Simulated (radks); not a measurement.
Ru+, configuration [Kr] 4d7.

Method: Dirac Kohn-Sham, B86b exchange with PBE correlation, spin-unpolarised, spherical densities, point nucleus; open shells are shared between the two j in proportion to 2j + 1; computed with a radial shooting solver on a logarithmic mesh with Libxc functionals.

Energy parts (eV):
| part | energy |
|---|---|
| total | -123318.443 |
| kinetic | 128329.996 |
| electron-nucleus | -297996.278 |
| Hartree | 49997.044 |
| exchange-correlation | -3649.204 |

Orbitals (lengths in bohr, moments of r in powers of bohr; r(max) is where P^2 peaks; r(90%) holds 90 % of the orbital's charge):
orbital  occ.  eigenvalue (eV)   <1/r>  r(90%)   r(max)
1s1/2       2        -21936.55   45.88  0.0599  0.02171
2s1/2       2        -3159.502   10.50   0.225   0.1230
2p1/2       2        -2919.875   10.47   0.202  0.09547
2p3/2       4        -2788.912   9.921   0.209  0.09946
3s1/2       2        -562.5030   3.625   0.594   0.3617
3p1/2       2        -469.5444   3.527   0.597   0.3485
3p3/2       4        -447.3270   3.394   0.613   0.3581
3d3/2       4        -282.8389   3.216   0.608   0.2995
3d5/2       6        -278.5112   3.181   0.613   0.3023
4s1/2       2         -83.7684   1.349    1.48   0.9150
4p1/2       2         -56.1717   1.226    1.64   0.9669
4p3/2       4         -52.8016   1.185    1.69   0.9918
4d3/2     2.8         -12.7653  0.8328    2.64    1.206
4d5/2     4.2         -12.4333  0.8215    2.68    1.219

The highest occupied level is 4d5/2 at -12.433 eV. The density falls to 0.001 e/bohr^3 at r = 3.83 bohr.
